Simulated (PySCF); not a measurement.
Delta-SCF ions had no search for a lower state. Excitations are Tamm–Dancoff values on a coarser integration grid. The basis has no diffuse functions, so Rydberg states are missing or too high.

Cartesian coordinates (Å):
SMILES: OC(O)=C
```xyz
8

C      1.1988    -0.3432     0.0540
C     -0.0734     0.0216    -0.0057
O     -0.9086    -0.3678    -1.0136
O     -0.6599     0.8186     0.9356
H      1.8469     0.0832     0.8023
H      1.5852    -1.0662    -0.6459
H     -1.7640    -0.6128    -0.6354
H     -1.2196     1.4696     0.4911
```
Charge 0, spin multiplicity 1.

Question: Give the S1–T1 gap (TDA), dipole moment, S1 excitation (TDA), LUMO, HOMO–LUMO gap, S1 oscillator strength, brightest of the four lowest singlets (TDA) and vertical ionisation energy (Delta-SCF) at the level PBE-D3(BJ)/def2-TZVP // B3LYP-D3(BJ)/def2-TZVP (PySCF).

Answer: 
```yaml
S1–T1 gap (TDA): 0.71 eV
dipole_moment: 1.96 D
S1 excitation (TDA): 5.27 eV
LUMO: -0.27 eV
HOMO–LUMO gap: 5.20 eV
S1 oscillator strength: 0.010
brightest of the four lowest singlets (TDA): 7.55 eV
vertical ionisation energy (Delta-SCF): 9.00 eV
```
